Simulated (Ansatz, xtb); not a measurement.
# Relative energy of two structures of AlBBeH4Si

We compare X, a singlet given by its coordinates, with Y, a singlet given by its coordinates. Both are isolated molecules in the gas phase, relaxed with PBE0-D3(BJ)/def2-SVP.

X (Å):

```xyz
8

Al   -0.9014   -0.9853    0.2388
B    -0.7299    0.6522   -1.0854
Be    0.4356    1.1331    0.4351
Si    0.8214   -0.4702   -1.2361
H     1.8284   -0.6944   -2.3342
H    -1.3713    1.5346   -1.6056
H    -1.7046   -2.0176    1.1307
H     0.9422    1.9005    1.4145
```

Close contacts (Å): Al1–B2 2.11, Al1–Si4 2.33, B2–Be3 1.98, B2–Si4 1.92, Be3–Si4 2.35, Al1–H7 1.58, B2–H6 1.21, Be3–H8 1.34, Si4–H5 1.51.

Y (Å):

```xyz
8

Al   -1.4025    0.7323   -0.0479
B    -2.0385    2.0988   -1.6409
Be   -1.5956    2.2206    1.8860
Si   -2.1178    3.0408   -0.0967
H    -1.5592    2.6656    3.1523
H    -2.0659    1.6892   -2.7670
H    -1.0027   -0.7434   -0.4396
H    -1.1931    0.8016    1.6467
```

Close contacts (Å): Al1–B2 2.19, Al1–Be3 2.45, Al1–Si4 2.42, B2–Si4 1.81, Be3–Si4 2.21, Al1–H7 1.58, Al1–H8 1.71, B2–H6 1.20, Be3–H5 1.34, Be3–H8 1.49.

Question: Estimate E(Y) − E(X) at the level CCSD(T)/def2-TZVP.

Answer: Calculated at CCSD(T)/def2-TZVP: E(Y) − E(X) = −23.0 kJ/mol, so structure Y lies lower.

The same difference at several levels:

```tsv
level	geometry	E(Y) − E(X) (kJ/mol)	departure from the last row (kJ/mol)	job, with rough time for the two
PBE0-D3(BJ)/def2-SVP	PBE0-D3(BJ)/def2-SVP	−13.3	+9.7	optimisation, 49 s
HF/def2-TZVP	PBE0-D3(BJ)/def2-SVP	−14.9	+8.1	part of the CCSD(T) run
MP2/def2-TZVP	PBE0-D3(BJ)/def2-SVP	−27.1	−4.1	part of the CCSD(T) run
CCSD(T)/def2-TZVP	PBE0-D3(BJ)/def2-SVP	−23.0		single point, 43 s
```

The levels shown agree on the order. The largest departure from CCSD(T)/def2-TZVP is that of PBE0-D3(BJ)/def2-SVP, 9.7 kJ/mol. Levels run at GFN2-xTB geometries aren't shown.

With harmonic frequencies from PBE0-D3(BJ)/def2-SVP (ideal gas, rigid rotor, one conformer each, 298.15 K, 1 atm): on the last row, ΔE + ΔZPE = −21.6, ΔH = −21.4, ΔG = −22.9 kJ/mol.

The correlated steps freeze 11 core orbitals; the last core shell of Be is correlated, in a basis made for valence electrons. Mirror images aren't counted in ΔG. Programs: Ansatz 0.2.0; the last row on 1 thread of Arm Neoverse V2 on a shared host.
